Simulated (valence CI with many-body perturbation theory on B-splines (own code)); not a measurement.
**Forbidden lines of Ta23+**

Method: valence CI with perturbative core correlation (CI+MBPT): four valence electrons over a frozen Dirac-Fock core [Kr] 4d10, a basis of 7 s, 7 p, 7 d, 7 f, 4 g, 2 h functions for each j, with the one-electron correlation potential Σ1 (screened to all orders), the two-electron term Σ2, the three-electron term Σ3, Breit, model QED; selected single and double excitations, second order for the rest, scaled by the run's own slope (own B-spline code, finite nucleus).

No measured levels were compared; by estimate terms of the open shell hold to a few per cent of their energy, and close levels can change places.

Lines 1 to 50 of 120 in falling wavelength, among levels below 1045500 cm⁻¹, chosen from the decays that carry over 1 % of a level's rate. Wavelengths and rates use the calculated energies, so an error of 2000 cm⁻¹ moves a line at 3006 nm by 60 % and its rate by three times that or more. S is in atomic units (e²a₀⁴ for E2 and M2, e²a₀⁶ for E3), for M1 in squared Bohr magnetons. Weak lines are less certain than strong ones. Lines between different terms over intervals too small for the method are left out, as are lines whose strength nearly cancels. Where a level lies close to another of its J and parity, the split of strength between their lines is uncertain.

Names give the largest LS component (configuration and term), which can be under half, so a name can repeat, a term be missing and a line seem to break the LS rules; names also repeat where a configuration has a term twice. Letters in brackets count levels of one name in rising energy.

| λ vac (nm) | Upper | Lower | Type | A (s⁻¹) | S (a.u.) |
| --- | --- | --- | --- | --- | --- |
| 3006 | 4f⁴ ⁵F_3 | 4f⁴ ³G_4 [a] | M1 | 7.50e-01 | 5.29e+00 |
| 2728 | 4f⁴ ⁵S_2 | 4f⁴ ⁵F_3 | M1 | 1.03e+00 | 3.89e+00 |
| 2494 | 4f⁴ ⁵F_1 | 4f⁴ ⁵F_2 | M1 | 3.58e+00 | 6.17e+00 |
| 2216 | 4f⁴ ³P_0 [a] | 4f⁴ ³P_1 [a] | M1 | 6.84e-01 | 2.76e-01 |
| 1381 | 4f⁴ ³H_6 [a] | 4f⁴ ⁵G_6 | M1 | 2.73e+00 | 3.46e+00 |
| 1292 | 4f⁴ ⁵I_8 | 4f⁴ ⁵I_7 | M1 | 1.49e+01 | 2.02e+01 |
| 1267 | 4f⁴ ³P_0 [b] | 4f⁴ ³P_1 [a] | M1 | 1.32e+01 | 9.95e-01 |
| 1183 | 4f⁴ ³H_6 [a] | 4f⁴ ⁵G_5 | M1 | 1.31e+01 | 1.04e+01 |
| 1104 | 4f⁴ ⁵I_7 | 4f⁴ ⁵I_6 | M1 | 4.21e+01 | 3.15e+01 |
| 1053 | 4f⁴ ⁵G_5 | 4f⁴ ⁵F_5 [b] | M1 | 4.46e+00 | 2.12e+00 |
| 1001 | 4f⁴ ⁵G_3 | 4f⁴ ³G_4 [a] | M1 | 1.04e+01 | 2.71e+00 |
| 991.9 | 4f⁴ ⁵S_2 | 4f⁴ ⁵F_1 | M1 | 1.31e+01 | 2.36e+00 |
| 959.1 | 4f⁴ ⁵F_3 | 4f⁴ ⁵F_2 | M1 | 3.31e+01 | 7.59e+00 |
| 952.0 | 4f⁴ ⁵G_2 | 4f⁴ ⁵F_1 | M1 | 2.79e+00 | 4.47e-01 |
| 933.4 | 4f⁴ ⁵G_6 | 4f⁴ ⁵F_5 [b] | M1 | 1.63e+01 | 6.41e+00 |
| 922.2 | 4f⁴ ⁵I_6 | 4f⁴ ⁵I_5 | M1 | 8.72e+01 | 3.30e+01 |
| 899.8 | 4f⁴ ⁵G_5 | 4f⁴ ⁵G_4 | M1 | 5.64e+01 | 1.68e+01 |
| 858.4 | 4f⁴ ⁵F_5 [b] | 4f⁴ ⁵F_4 | M1 | 4.51e+01 | 1.16e+01 |
| 836.4 | 4f⁴ ³D_3 [a] | 4f⁴ ³D_2 | M1 | 1.91e+01 | 2.90e+00 |
| 807.9 | 4f⁴ ⁵I_5 | 4f⁴ ⁵I_4 | M1 | 1.06e+02 | 2.27e+01 |
| 773.4 | 4f⁴ ⁵F_4 | 4f⁴ ⁵F_3 | M1 | 6.03e+01 | 9.30e+00 |
| 767.6 | 4f⁴ ⁵F_5 [b] | 4f⁴ ⁵F_5 [a] | M1 | 2.63e+01 | 4.84e+00 |
| 723.5 | 4f⁴ ³D_3 [a] | 4f⁴ ⁵G_4 | M1 | 5.84e+00 | 5.74e-01 |
| 709.7 | 4f⁴ ⁵S_2 | 4f⁴ ⁵F_2 | M1 | 8.13e-01 | 5.39e-02 |
| 689.0 | 4f⁴ ⁵G_2 | 4f⁴ ⁵F_2 | M1 | 4.48e+01 | 2.72e+00 |
| 672.1 | 4f⁴ ⁵F_5 [a] | 4f⁴ ³G_4 [a] | M1 | 7.03e+01 | 8.71e+00 |
| 615.1 | 4f⁴ ⁵F_4 | 4f⁴ ³G_4 [a] | M1 | 6.03e+01 | 4.68e+00 |
| 613.5 | 4f⁴ ⁵G_4 | 4f⁴ ⁵G_3 | M1 | 1.48e+02 | 1.14e+01 |
| 585.0 | 4f⁴ ⁵G_3 | 4f⁴ ⁵F_2 | M1 | 6.77e+01 | 3.52e+00 |
| 556.9 | 4f⁴ ³H_6 [a] | 4f⁴ ⁵F_5 [b] | M1 | 9.57e-01 | 7.97e-02 |
| 550.5 | 4f⁴ ³D_2 | 4f⁴ ⁵G_3 | M1 | 2.62e+01 | 8.11e-01 |
| 550.1 | 4f⁴ ³L_8 | 4f⁴ ³M_8 | M1 | 1.76e+01 | 1.85e+00 |
| 534.4 | 4f⁴ ³G_3 [a] | 4f⁴ ⁵G_3 | M1 | 4.43e+00 | 1.75e-01 |
| 516.3 | 4f⁴ ³M_9 | 4f⁴ ³M_8 | M1 | 1.01e+02 | 9.83e+00 |
| 482.0 | 4f⁴ ³D_2 | 4f⁴ ⁵G_2 | M1 | 9.01e+01 | 1.87e+00 |
| 477.9 | 4f⁴ ³M_8 | 4f⁴ ⁵I_8 | M1 | 1.31e+02 | 9.00e+00 |
| 472.4 | 4f⁴ ³D_2 | 4f⁴ ⁵S_2 | M1 | 2.34e+01 | 4.58e-01 |
| 469.6 | 4f⁴ ³G_3 [a] | 4f⁴ ⁵G_2 | M1 | 1.27e+02 | 3.42e+00 |
| 460.5 | 4f⁴ ³G_3 [a] | 4f⁴ ⁵S_2 | M1 | 1.06e+02 | 2.69e+00 |
| 443.9 | 4f⁴ ⁵G_5 | 4f⁴ ⁵F_5 [a] | M1 | 5.73e+01 | 2.05e+00 |
| 435.5 | 4f⁴ ³L_8 | 4f⁴ ³L_7 | M1 | 1.37e+02 | 7.14e+00 |
| 431.1 | 4f⁴ ³K_8 [a] | 4f⁴ ³M_8 | M1 | 2.32e+02 | 1.17e+01 |
| 421.2 | 4f⁴ ⁵G_6 | 4f⁴ ⁵F_5 [a] | M1 | 1.06e+02 | 3.83e+00 |
| 420.8 | 4f⁴ ³F_4 [a] | 4f⁴ ⁵F_4 | M1 | 3.19e+01 | 7.92e-01 |
| 419.1 | 4f⁴ ³D_3 [a] | 4f⁴ ⁵F_4 | M1 | 4.87e+01 | 9.31e-01 |
| 418.7 | 4f⁴ ³L_7 | 4f⁴ ⁵I_7 | M1 | 1.07e+02 | 4.39e+00 |
| 412.6 | 4f⁴ ³K_7 [a] | 4f⁴ ³L_7 | M1 | 1.46e+02 | 5.71e+00 |
| 402.7 | 4f⁴ ³D_2 | 4f⁴ ⁵F_3 | M1 | 1.42e+02 | 1.71e+00 |
| 398.6 | 4f⁴ ³I_5 [a] | 4f⁴ ⁵F_5 [a] | M1 | 3.09e+01 | 7.97e-01 |
| 397.8 | 4f⁴ ³F_4 [a] | 4f⁴ ⁵F_5 [a] | M1 | 1.04e+02 | 2.19e+00 |
